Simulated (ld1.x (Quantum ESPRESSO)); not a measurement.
## Before and after: TM potential for iodine

- Element: iodine (I)
- Generator: ld1.x (Quantum ESPRESSO) 7.5
- Type: norm-conserving Troullier–Martins (Kleinman–Bylander form)
- Functional: PBE
- Relativity: scalar-relativistic
- Frozen core: [Kr]
- Valence charge: 17
- Reference configuration: 4d10 5s2 5p5
- Partial waves: 5s (bound): rc 1.55 bohr; 4d (bound): rc 1.40 bohr; 5p (bound): rc 2.15 bohr
- Local potential: the p channel
- Core correction: none

All-electron outer shells of the reference configuration (PBE, scalar-relativistic, ld1.x):

```tsv
shell	level (eV)	outermost node (bohr)	outermost maximum (bohr)
4s	-180.60	0.37	0.68
4p	-127.57	0.37	0.72
4d	-50.28	0.35	0.78
5s	-17.41	0.88	1.70
5p	-7.09	0.96	2.02
```

Change: wave 5p (bound): rc 2.15 bohr becomes 5p (bound): rc 2.40 bohr.

Cutoffs: the cutoffs (Ry, on a coarse ladder) from which the occupation-weighted sum of valence levels, in a spherical-Bessel basis at the reference potential, stays within 10 and 1 mRy of its value at 400 Ry; they do not see the model core or the augmentation charge, which bear on the density cutoff. Errors are all-electron minus pseudo energies relative to the spin-unpolarised reference configuration.

**Question.** How do hardness, ghosts and transferability respond?

**Answer.** The potential gets neither clearly harder nor softer (110 Ry and 180 Ry → 110 Ry and 180 Ry); the d channel sets the loose cutoff, while the largest relative change is in p, which becomes softer; of the 7 tests that both files solve, the error grows in 5 and shrinks in 1 by more than 15 % and 0.3 meV (median size 2.8 → 11.0 meV); neither file shows a bound ghost.

```csv
quantity,base,changed
"cutoff, loose",110 Ry,110 Ry
"cutoff, tight",180 Ry,180 Ry
loose cutoff by channel (10 mRy a level),"s 30 Ry, d 90 Ry, p 15 Ry","s 30 Ry, d 90 Ry, p 12 Ry"
bound ghosts,none,none
"error for 4d10 5s2 5p4, meV [ΔE 11.13 eV]",-0.6,+1.1
"error for 4d10 5s2 5p3, meV [ΔE 30.98 eV]",+5.6,+13
"error for 4d10 5s2 5p2, meV [ΔE 60.31 eV]",+25,+44
"error for 4d10 5s2 5p1, meV [ΔE 99.73 eV]",+66,+102
"error for 4d10 5s1 5p6, meV [ΔE 10.41 eV]",-2.8,+1.5
"error for 4d10 5s2 5p5.3, meV [ΔE -1.78 eV]",+0.6,+0.7
"error for 4d10 5s1 5p5, meV [ΔE 22.11 eV]",+2.7,+11
```
